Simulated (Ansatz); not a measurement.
BMe2F (C2H6BF). The state is a triplet with charge 0. Geometry r2SCAN-D4/def2-SVP, that of the neutral singlet.

```xyz
10

B     0.430   -0.262    0.228
C     0.374   -0.199   -1.337
H     0.886    0.733   -1.645
H    -0.651   -0.130   -1.734
H     0.908   -1.029   -1.823
C    -0.635    0.358    1.195
H    -1.379   -0.433    1.411
H    -1.195    1.197    0.755
H    -0.212    0.660    2.165
F     1.474   -0.896    0.786
```

At PBE0-D4/def2-TZVP a singlet of charge 0 lies 6.22 eV below the triplet at the same geometry.

Task: Estimate the α-spin orbital energies around the gap (eV) in Ansatz with PBE-D4/def2-TZVP, r2SCAN-D4/def2-TZVP, PBE0-D4/def2-TZVP.

Result: 
```
orbital  PBE-D4/def2-TZVP  r2SCAN-D4/def2-TZVP  PBE0-D4/def2-TZVP
 HOMO−5             -9.87               -10.27             -11.66
 HOMO−4             -9.84               -10.26             -11.51
 HOMO−3             -9.73               -10.15             -11.39
 HOMO−2             -9.67               -10.08             -11.32
 HOMO−1             -8.20                -8.63              -9.84
   HOMO             -1.42                -1.66              -2.47
   LUMO             -0.07                 0.54               0.65
 LUMO+1              1.17                 1.97               1.93
 LUMO+2              1.84                 2.48               2.64
 LUMO+3              1.95                 2.62               2.78
 LUMO+4              2.01                 2.77               2.83
 LUMO+5              2.20                 3.04               3.04
 β HOMO             -9.10                -9.29             -10.30
 β LUMO             -7.08                -6.98              -6.24
```
